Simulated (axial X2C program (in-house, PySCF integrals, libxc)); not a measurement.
How long does AuCl take?

A bond scan computed with an in-house all-electron X2C program for linear molecules (integrals from PySCF). Basis: Au dyall-cv4z [15s16p10d7f7g], Cl dyall-av4z [10s9p4d3f2g] (cores contracted in-house).

Input file and command:
```json
{"zs": [79, 17], "q": 0, "bas": ["dyall-cv4z", "dyall-av4z"], "levels": ["PBE0", "HF", "BP86", "PBE50", "M06"], "cc": true, "r0": 2.23, "thr": -2.0, "nmax": 180}
```
```bash
python so2c.py task.json out
```

Keys: zs atomic numbers; q charge; bas basis sets; levels methods; cc coupled cluster on or off; r0 starting distance in Å; thr threshold in hartree for freezing inner shells (an s shell follows its p shell); nmax most natural virtual spinors. HF also brings MP2.

Hardware: 2 threads of Intel(R) Xeon(R) 6975P-C (Granite Rapids), with other jobs on the host.

Wall time of one point of each curve, integrals apart:

| Hamiltonian | level | points | seconds a point |
| --- | --- | --- | --- |
| spin-free | PBE0 | 12 | 0.6 |
| spin-free | HF | 12 | 0.25 |
| spin-free | CCSD(T) (18 electrons, 178 virtuals) | 7 | 57 |
| spin-free | BP86 | 12 | 0.44 |
| spin-free | PBE50 | 12 | 0.59 |
| spin-free | M06 | 12 | 1 |
| 2c | PBE0 | 12 | 0.82 |
| 2c | HF | 12 | 0.47 |
| 2c | CCSD(T) (18 electrons, 180 virtuals) | 7 | 60 |
| 2c | BP86 | 12 | 0.48 |
| 2c | PBE50 | 12 | 0.84 |
| 2c | M06 | 12 | 1.3 |

The rest:

Search with its distance optimisation 28 s, atoms 26 s, whole task 1000 s. Coupled cluster runs on the points near the minimum only. The program drops outer points, and coupled cluster, when its time limit (not in the input) nears; MP2, further determinants and curves that did not converge are not in the table.
